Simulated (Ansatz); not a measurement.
`[NH2][Cd][F]`. Charge 0, multiplicity 1. Cd takes the def2 core potential. All single points use the PBE0-D4/def2-TZVP geometry. It is one conformer, not always the lowest.

```xyz
5

N    -0.813    0.483    0.465
Cd    0.908   -0.262   -0.226
F     2.651   -0.889   -0.789
H    -1.340    0.924   -0.280
H    -1.405   -0.255    0.830
```

**Question.** What is the dipole moment at PBE/def2-TZVPP? (Best estimate.)

**Answer.** Computed: 2.86 D, with components (-2.85, 0.21, 0.05) D in this frame, pointing from negative to positive charge.

**Question.** And with r2SCAN, B3LYP, ωB97M-V? (An estimate is asked.)

**Answer.** Ansatz gave: r2SCAN 2.91 D, B3LYP 2.94 D, ωB97M-V 2.83 D.

**Question.** Give the Mulliken charges with PBE, r2SCAN, ωB97M-V in def2-TZVPP. (Estimate.)

**Answer.** The calculation gave: 
| atom | PBE | r2SCAN | ωB97M-V |
| --- | --- | --- | --- |
| N1 | -0.53 | -0.58 | -0.54 |
| Cd2 | 0.74 | 0.83 | 0.88 |
| F3 | -0.51 | -0.55 | -0.57 |
| H4 | 0.15 | 0.15 | 0.12 |
| H5 | 0.15 | 0.15 | 0.12 |

B3LYP here is the variant with VWN-RPA as its local correlation; programs differ in this.
